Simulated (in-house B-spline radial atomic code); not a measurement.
Results of a calculation; reference values are marked as such.
Making a Troullier-Martins s channel for Ni, r_c = 3.18 bohr

Ni, [Ar] 3d8 4s2, non-relativistic PBE, spherical and spin-unpolarised, from an all-electron radial atomic-structure program (B-spline basis) (atomic units). The all-electron 4s level is ε = -0.202976 hartree, its outermost node lies just inside 0.94 bohr and its outer maximum at 2.27 bohr.

Inside r_c the pseudo-orbital is u(r) = r^1 exp(p(r)), with p = c0 + c2 r² + c4 r⁴ + … + c12 r¹². The seven coefficients follow from p and its first four derivatives at r_c, from zero curvature of the screened potential at the origin, c4 = −c2²/(2l + 5), and from the norm inside r_c. At r_c the all-electron orbital has P = 0.536939, P' = -0.1765955, the screened potential V = -0.2537691, V' = 0.173151, V'' = -0.1472171, and the norm inside is Q = 0.673685.

Problem. What are p, p' and p'' at r_c?

Solution. p = ln(P/r_c^1) = ln(0.536939/3.18) = -1.77875. p' = P'/P − 1/r_c = -0.32889 − 0.31447 = -0.64336. The radial equation gives p'' = 2(V − ε) − 2(1) p'/r_c − p'² = -0.10159 − (-0.40463) − 0.41391 = -0.11087. Differentiating, p''' = 2V' + 2(1)p'/r_c² − 2(1)p''/r_c − 2p'p'' = 0.14613, and p'''' = 2V'' − 4(1)p'/r_c³ + 4(1)p''/r_c² − 2(1)p'''/r_c − 2p''² − 2p'p''' = -0.18672.

For a trial c2 the five matching conditions are linear in c0, c6, c8, c10 and c12, and c2 is varied until the norm inside r_c equals Q. The root nearest zero gives:

| n | c_n |
| --- | --- |
| 0 | -1.267177 |
| 2 | 0.06170354 |
| 4 | -0.0007614654 |
| 6 | -0.005326435 |
| 8 | 0.0007945097 |
| 10 | -4.678527e-05 |
| 12 | 1.018786e-06 |

Problem. Check c4 and p(r_c), and find the screened pseudopotential at the origin.

Solution. −c2²/5 = -0.000761465, as listed. The terms c_n r_c^n are -1.26718, 0.62397, -0.07787, -5.50807, 8.30838, -4.94744, 1.08945, which sum to -1.77875. Inverting the radial equation, V_l(r) = ε + 1 p'/r + (p'' + p'²)/2, so V_l(0) = ε + (2l + 3) c2 = -0.202976 + 3 × (0.0617035) = -0.0179 hartree, finite where the all-electron potential diverges.

Orbitals and screened potentials:

```json
{"r (bohr)": "0.318", "P": "-0.0397", "u": "0.09012", "V all-electron": "-36.45", "V pseudo": "-0.01899"}
{"r (bohr)": "0.795", "P": "-0.1363", "u": "0.2324", "V all-electron": "-5.937", "V pseudo": "-0.0567"}
{"r (bohr)": "1.272", "P": "0.3193", "u": "0.3882", "V all-electron": "-1.923", "V pseudo": "-0.2158"}
{"r (bohr)": "1.749", "P": "0.5701", "u": "0.5374", "V all-electron": "-0.9007", "V pseudo": "-0.4706"}
{"r (bohr)": "2.226", "P": "0.6396", "u": "0.6227", "V all-electron": "-0.532", "V pseudo": "-0.5813"}
{"r (bohr)": "2.703", "P": "0.6106", "u": "0.6095", "V all-electron": "-0.3572", "V pseudo": "-0.4143"}
{"r (bohr)": "3.18", "P": "0.5369", "u": "0.5369", "V all-electron": "-0.2538", "V pseudo": "-0.2538"}
```

Logarithmic derivatives P'/P at R = 3.48 bohr, for energies E around ε:

| E − ε (hartree) | all-electron | pseudo |
| --- | --- | --- |
| -0.5 | 0.882438 | 0.874753 |
| -0.25 | 0.491152 | 0.484862 |
| -0.1 | 0.091588 | 0.0889108 |
| 0 | -0.383425 | -0.383424 |
| 0.1 | -1.45557 | -1.47988 |
| 0.25 | 18.7331 | 11.3025 |
| 0.5 | 1.59892 | 1.30352 |

Problem. With P(R) = 0.4823355 and a norm of 0.7517418 inside R, what slope in energy does norm conservation fix?

Solution. d(P'/P)/dE = −2 × (norm inside R)/P(R)² = -6.4625 per hartree·bohr at E = ε, for both atoms, since orbital and norm agree at R. Differences over ±0.1 hartree give -7.7358 (all-electron) and -7.8440 (pseudo), which also hold third-order terms. Half a hartree below ε the two curves differ by -0.0077.
